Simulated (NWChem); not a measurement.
Molecule: C$_{2}$H$_{5}$NOSi; SMILES [SiH3]/C=N/C=O

```xyz
10

O      0.1470     2.9028     0.4732
C     -0.3486     1.8854     0.0974
N      0.2312     0.6076     0.3095
C     -0.4389    -0.3709    -0.1633
Si     0.1680    -2.1603     0.0163
H     -1.3267     1.8586    -0.4617
H     -1.4030    -0.1788    -0.6952
H     -0.8846    -2.9335     0.7421
H      1.4582    -2.1852     0.7540
H      0.3181    -2.7357    -1.3545
```
Atoms are numbered in this order, from 1.

Level: PBE0/def2-SVP (NWChem), optimised geometry, unscaled harmonic frequencies. 

| frequency (cm⁻¹) | IR intensity (km/mol) |
|---|---|
| 42 | 4.4 |
| 104 | 0.5 |
| 164 | 5.6 |
| 199 | 3.1 |
| 368 | 1.5 |
| 529 | 4.7 |
| 598 | 24.1 |
| 687 | 37.0 |
| 813 | 2.6 |
| 903 | 296.8 |
| 922 | 72.4 |
| 936 | 40.7 |
| 951 | 2.4 |
| 1076 | 0.0 |
| 1103 | 154.2 |
| 1334 | 33.7 |
| 1401 | 4.7 |
| 1712 | 132.0 |
| 1907 | 273.6 |
| 2236 | 57.9 |
| 2240 | 89.1 |
| 2284 | 59.6 |
| 2864 | 112.1 |
| 2940 | 40.6 |

The zero-point energy is 40.5 kcal/mol and the thermal correction to the enthalpy at 298.15 K (with zero-point energy) comes out as 45.3 kcal/mol. The heat capacity Cv comes out as 21.6 cal/(mol K) and the entropy at 298.15 K and 1 atm (symmetry number 1) is 81.9 cal/(mol K). The dipole moment comes out as 3.81 D.

Rigid rotor and harmonic oscillator; modes under 100 cm⁻¹ make the entropy uncertain.
